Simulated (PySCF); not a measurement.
N-methylpropan-2-imine (C₄H₉N), SMILES CN=C(C)C.

Geometry optimised at PBE-D3(BJ)/def2-SVP.

Two levels are set side by side: PBE/def2-TZVP (PySCF) and B3LYP/def2-TZVP (PySCF). Same geometry, gas phase. Differences are taken from unrounded values.

```csv
quantity,PBE
orbital gap (eV),4.43
highest occupied level (eV),-5.42
lowest empty level (eV),-0.99
dipole moment (D),1.96
mean polarisability (bohr³),61.0
```

Task: These are the PBE values. What does B3LYP give? (Estimate from the structure and the level; the computed values follow.)

Result: 
| quantity | B3LYP | PBE minus B3LYP |
|---|---|---|
| orbital gap (eV) | 6.50 | -2.07 |
| highest occupied level (eV) | -6.66 | 1.24 |
| lowest empty level (eV) | -0.16 | -0.83 |
| dipole moment (D) | 2.04 | -0.08 |
| mean polarisability (bohr³) | 59.4 | 1.7 |

Without exact exchange PBE keeps part of each electron's self-repulsion, which lifts occupied levels and narrows the gap. Differences between two approximate levels are no errors against the true value.

Rough cost on one machine, each run with all the roots and properties that it gave: B3LYP against PBE within a factor of 2.
